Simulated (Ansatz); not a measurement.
Geometry optimisation, UKS PBE0/def2-SVP (Ansatz 0.2.0).

Input file:

```yaml
crystal:
  periodic: [false, false, false]
  atoms:
    - { symbol: B, position_ang: [0.051377, 0.005561, -0.075614] }
    - { symbol: Cl, position_ang: [-0.01187, -0.596738, 1.646342] }
    - { symbol: "N", position_ang: [1.260494, -0.001492, -0.750176] }
    - { symbol: H, position_ang: [2.116403, -0.332763, -0.324602] }
    - { symbol: H, position_ang: [1.348518, 0.324562, -1.703407] }
    - { symbol: Cl, position_ang: [-1.425533, 0.583048, -0.834929] }
    - { symbol: H, position_ang: [-0.005289, 0.017822, 4.147386] }
magnetization:
  spin_polarized: true
  initial_magnetization: 1
basis:
  gaussian: { orbitals: def2-SVP }
hamiltonian:
  xc: pbe0
relax:
  f_tol: 0.03
  max_steps: 50
output:
  orbitals: {}
```

Command:

```bash
$ ansatz run input.yaml --threads 2 --pin off --max-ram 3072MiB --backend cpu --events-out ev --progress --plain --runs-dir out
```

Problem. Where does it end, and by what steps?

Solution. It converged. The force dipped under the threshold on the way, but the program's further checks kept it going. After 9 steps the energy has fallen by 0.080 eV; H7 moved furthest, 0.81 Å.

```
step  energy less start (eV)  largest force component (eV/Å)  accepted
   0                  0.0000                           1.145       yes
   1                 -0.0310                           0.677       yes
   2                 -0.0647                           0.086       yes
   3                 -0.0707                           0.218       yes
   4                 -0.0753                           0.145       yes
   5                 -0.0780                           0.090       yes
   6                 -0.0788                           0.065       yes
   7                 -0.0792                           0.030       yes
   8                 -0.0795                           0.012       yes
   9                 -0.0795                           0.026       yes
```

```xyz
7
Properties=species:S:1:pos:R:3
B 0.048 -0.044 -0.206
Cl -0.078 -0.757 1.406
N 1.275 0.008 -0.852
H 2.123 -0.351 -0.435
H 1.383 0.409 -1.774
Cl -1.399 0.600 -0.986
H -0.018 0.135 4.952
```

Whether the end is a true minimum wasn't checked by a vibrational analysis.

Run time: 16 s on 2 threads of Intel(R) Xeon(R) 6975P-C (Granite Rapids), with other jobs on the host, peak memory 0.22 GiB.
